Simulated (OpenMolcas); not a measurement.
# V IV: effect of the basis set

| Item | Value |
| --- | --- |
| Program | OpenMolcas |
| Method | SS-CASPT2, IPEA 0.25 Eh, imaginary shift 0.1 Eh (closed shells correlated: 3s 3p) |
| Active space | 2 electrons in 10 orbitals (3d 4d) |
| State averaging | 2S+1 = 3 even, 10 roots; 2S+1 = 1 even, 15 roots |
| Spin-orbit coupling | RASSI with atomic mean-field integrals over the reference wave functions, term energies averaged over their components |

A. ANO-RCC-VTZP [6s5p3d2f1g], DKH2, point nucleus; CASPT2 step of the order of 70 core-seconds
B. ANO-R2 [6s4p4d2f1g], X2C, finite nucleus; CASPT2 step of the order of 50 core-seconds
C. ANO-RCC-VQZP [7s6p4d3f2g1h], DKH2, point nucleus; CASPT2 step about 70 core-seconds

Energies in cm⁻¹ above 3d² ³F₂, the measured ground level; measured values from Sugar and Corliss, J. Phys. Chem. Ref. Data 7, 1191 (1978).

```tsv
Level	A	B	C	Measured
3d² ³F₂	0.0	0.0	0.0	0.0
3d² ³F₃	329	319	325	325
3d² ³F₄	753	730	744	735
3d² ¹D₂	10980	10900	10510	10959
3d² ³P₀	13840	13810	13570	
3d² ³P₁	13950	13920	13680	13239
3d² ³P₂	14190	14150	13910	13458
3d² ¹G₄	19040	18930	18450	18391
3d² ¹S₀	43620	43490	42760	42462
```

Deviations, from unrounded energies. A percentage is the sum of absolute deviations over the sum of measured energies, with the sign that they share, or ± where signs differ.

```tsv
Against measurement	Levels	A	B	C
mean absolute deviation (cm-1)	7	470	430	240
fine structure of the ground term (%)	2	+2.2	-1.0	+0.9
other terms of the ground configuration (%)	5	+3.3	±3.0	±1.7
```

C lies closest to measurement on these levels and A furthest from it. The largest miss of C in the table is 3d² ³P₂, by +450 cm-1. The ranking rests on the paired levels alone, and a cruder setting can come out closer through cancelling errors.

The two smallest mean deviations differ by little beside CASPT2's spread within terms, so their order carries little weight.

Among A to C the level of the table that moves most is 3d² ¹S₀, by 860 cm-1 (lowest in C, highest in A). Moves below CASPT2's spread within the term are not significant.

CASPT2 breaks the degeneracy within a term, and the mean is taken; among the terms shown or strongly mixed into the levels shown the widest spread is 950 cm-1 (3d² ³F, B). Active for correlation alone: 4d; no level in the range computed is led by a configuration that fills it, so any true level of that kind is missing. Measured partners are found by configuration, term and J. A level has none where our copy of the source lacks it or the pairing is in doubt (some pairs that miss far off the trend of their configuration count as doubtful), and it then counts in no deviation. Levels of configurations outside the active space are missing.
